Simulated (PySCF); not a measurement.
F₂H₄OSi₂, SMILES O[Si](F)(F)[SiH3].

The structure is a stationary point at B3LYP-D3(BJ)/def2-SVP. The structure was generated by enumeration, and PubChem lists no compound with its InChIKey, so it may never have been made. The values are those of a single conformer.

Calculation: TDDFT-PBE/def2-SVPD (PySCF).

Vertical excitations. Isolated molecule, no solvent. State labels are in the subgroup Cs.

```tsv
state	symmetry	energy (eV)	λ (nm)	f	main pairs
S1	A'	7.21	172	0.126	HOMO→LUMO 79 %, HOMO→LUMO+2 16 %
S2	A"	7.47	166	0.005	HOMO→LUMO+1 53 %, HOMO−1→LUMO 43 %
S3	A'	7.54	164	0.070	HOMO→LUMO+2 75 %, HOMO→LUMO 14 %
S4	A"	7.64	162	0.035	HOMO−1→LUMO 50 %, HOMO→LUMO+1 35 %
S5	A'	7.72	161	0.032	HOMO−1→LUMO+1 94 %
S6	A"	7.77	160	0.009	HOMO−1→LUMO+2 91 %
S7	A"	7.93	156	0.002	HOMO−3→LUMO 76 %, HOMO−2→LUMO+1 23 %
S8	A'	8.04	154	0.014	HOMO−2→LUMO 62 %, HOMO−2→LUMO+2 19 %, HOMO→LUMO+3 16 %
S9	A"	8.09	153	0.000	HOMO−2→LUMO+1 56 %, HOMO−3→LUMO+2 26 %, HOMO−3→LUMO 14 %
S10	A'	8.16	152	0.034	HOMO→LUMO+3 48 %, HOMO→LUMO+4 26 %, HOMO−3→LUMO+1 10 %
T1	A'	6.47	192	0	HOMO→LUMO 86 %
T2	A"	6.47	192	0	HOMO→LUMO+1 98 %
T3	A'	6.98	178	0	HOMO→LUMO+2 84 %
T4	A"	7.27	171	0	HOMO−1→LUMO 98 %
```
Triplets are in the Tamm–Dancoff approximation, which puts them higher than full response would, so one can lie above its singlet here.
